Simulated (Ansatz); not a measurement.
Consider the ligand exchange at the Sn–N bond: `FC[NH][SnH3]` + `C=N` → `C=[N][SnH3]` + `NCF`.

Gas-phase electronic energies from Ansatz, PBE0-D4/def2-TZVP geometries. CCSD(T)/CBS is the MP2 limit (def2-TZVPP, def2-QZVPP) plus CCSD(T) − MP2 in def2-TZVPP, frozen cores. This one scheme is used for every species. Functionals use def2-TZVPP. def2 core potentials past Kr. For Sn outer-core shells are correlated without core-valence functions, which leaves a few kJ/mol of doubt a bond. Each species was taken in one conformer, which may not be the lowest.

| level | ΔE (kJ/mol) |
| --- | --- |
| ωB97X-V | 2.2 |
| HF/def2-TZVPP | -1.0 |
| CCSD/def2-TZVPP | 3.6 |
| CCSD/CBS(def2) | 3.3 |

Question: What does CCSD(T)/CBS give? (An estimate is asked.)

Answer: Computed: +3.0 kJ/mol. The listed levels differ from it by -0.8, -4.0, 0.6, 0.3 kJ/mol.

Largest T1 diagnostic among the species: 0.014.
